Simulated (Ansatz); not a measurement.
Task: Name a neutral molecule of Cl, O, W with HOMO energy (PBE0/def2-TZVPP) between -9.75 and -9.45 eV and size of the dipole moment (ωB97M-V/def2-TZVPP) between 1.85 and 2.15 D (Ansatz, PBE0-D4/def2-TZVP geometry).

Result: `[O]=[W](=[O])([Cl])[Cl]` (-9.71 eV, 1.95 D). Other molecules can fit too; these were computed, each in one conformer that needn't be the lowest.
